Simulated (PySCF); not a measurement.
This script is equivalent to a calculation on B (boron, neutral).

```python
from pyscf import gto, scf, dft, mp, cc
import basis_set_exchange as bse
mol = gto.M(atom="B 0 0 0", charge=0, spin=1, symmetry="D2h",
            basis=gto.basis.parse(bse.get_basis("aug-cc-pVDZ-DK", elements=["B"], fmt="nwchem")),
            nucmod="G")
mf = dft.UKS(mol, xc="R2SCAN").sfx2c1e()
mf.irrep_nelec = {'Ag': (2, 2), 'B2u': (1, 0)}
mf.kernel()
```

Q: What total energy does it give?

A: -24.642 hartree (calculated).

Q: Which occupied shell lies highest, and where?

A: 2p α, at -4.576 eV.

Q: What is ⟨S²⟩, and what would a pure spin state give?

A: 0.757, against 0.75.
